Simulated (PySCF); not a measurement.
# Ionisation energy of Fe by level of theory

Fe [Ar] 3d6 4s2 (5D) → Fe⁺ [Ar] 3d6 4s1 (6D), as a difference of total energies. Computed with PySCF 2.14 in x2c-TZVPall (6s5p4d1f, 48 functions), with scalar relativity by spin-free X2C-1e. Correlated levels: valence: [Ar] frozen. The calculations carry no spin-orbit coupling.

```csv
method,ionisation energy (eV)
UHF,6.438
M06-L,8.058
MP2 (valence),7.345
SCS-MP2 (valence),7.501
```

How much does correlation contribute at MP2 (valence)?

7.345 − (6.438) = 0.907 eV, measured against UHF.

Errors of the correlated levels include the incompleteness of this basis and the frozen core.

MP2 underrates the near-degeneracy of ns² with np² in the lower species.

For comparison: 7.904 eV (measured; NIST levels, between the centres of gravity of the two terms).
